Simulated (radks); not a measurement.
Spherical quantum dot in the effective-mass picture: electrons in a hard-walled sphere of radius 2.61, with a point charge +1 (a donor) at the centre, all in effective atomic units (hartree* = m*/eps^2 hartree, bohr* = eps/m* bohr), one dielectric constant everywhere. Calculated with a radial shooting solver with Libxc functionals: non-relativistic Kohn-Sham, PBE, spin-polarised, spherical densities. Levels are named by radial order and angular momentum (1s, 1p, 1d, 2s, ...), and open shells are averaged over m. Each electron was tried in the lowest free levels, single moves between levels near the top were tried too, and the lowest total energy was kept; such a search can miss a lower state. At N = 1 the Hartree and exchange-correlation terms need not cancel, so that row can carry a self-interaction error.

N                         open shells  2S  E (hartree*)  mu = E(N) - E(N-1) (hartree*)  addition energy mu(N+1) - mu(N) (hartree*)  e(HOMO) (hartree*)  rms radius (bohr*)
1                    1s(up 1, down 0)   1     -0.352271                       -0.35227                                      0.7841           -0.043448               1.157
2                                none   0     0.0795408                        0.43181                                       1.462             0.70976               1.243
3                    1p(up 1, down 0)   1       1.97325                         1.8937                                      0.4844              2.1299               1.395
4                    1p(up 2, down 0)   2       4.35134                         2.3781                                      0.5047              2.6290               1.473
5                    1p(up 3, down 0)   3       7.23416                         2.8828                                      0.6665              3.1374               1.523
6                    1p(up 3, down 1)   2       10.7835                         3.5493                                      0.4711              3.7802               1.562
7                    1p(up 3, down 2)   1       14.8039                         4.0204                                      0.4884              4.2632               1.592
8                                none   0       19.3128                         4.5089                                       1.341              4.7554               1.616
9                    1d(up 1, down 0)   1       25.1624                         5.8496                                      0.4690              6.0832               1.647
10                   1d(up 2, down 0)   2       31.4809                         6.3185                                      0.4727              6.5545               1.673
11                   1d(up 3, down 0)   3       38.2722                         6.7913                                      0.4747              7.0284               1.694
12                   1d(up 4, down 0)   4       45.5381                         7.2659                                      0.4757              7.5037               1.712
13                   1d(up 5, down 0)   5       53.2797                         7.7416                                      0.6161              7.9796               1.729
14                   1d(up 5, down 1)   4       61.6374                         8.3577                                      0.4604              8.5871               1.743
15                   1d(up 5, down 2)   3       70.4556                         8.8182                                      0.4643              9.0498               1.756
16                   1d(up 5, down 3)   2       79.7381                         9.2825                                      0.4666              9.5155               1.768
17                   1d(up 5, down 4)   1       89.4871                         9.7490                                      0.4679              9.9828               1.779
18                               none   0       99.7040                         10.217                                       1.000              10.451               1.789
19                   2s(up 1, down 0)   1       110.921                         11.217                                      0.7868              11.527               1.783
20                               none   0       122.925                         12.004                                      0.6431              12.307               1.776
21                   1f(up 1, down 0)   1       135.573                         12.647                                      0.4564              12.875               1.787
22                   1f(up 2, down 0)   2       148.676                         13.104                                      0.4571              13.332               1.798
23                   1f(up 3, down 0)   3       162.237                         13.561                                      0.4576              13.789               1.807
24                   1f(up 4, down 0)   4       176.255                         14.018                                      0.4326              14.280               1.817
25  2s(up 1, down 0) 1f(up 6, down 0)   7       190.706                         14.451                                      0.4517              14.673               1.841
26  2s(up 1, down 0) 1f(up 7, down 0)   8       205.609                         14.903                                      0.5473              15.132               1.848
27                   1f(up 7, down 0)   7       221.059                         15.450                                      0.5261              15.753               1.841
28                   1f(up 7, down 1)   6       237.035                         15.976                                           -              16.236               1.848

All shells are closed at N = 2, 8, 18, 20 (there: 1s2 1p6 1d10 2s2); the second difference of the energy has clear peaks (12 % above both neighbours; the first and last values, which can be the largest, are not judged, and half-filled shells can peak too) at N = 2, 5, 8, 13, 18.
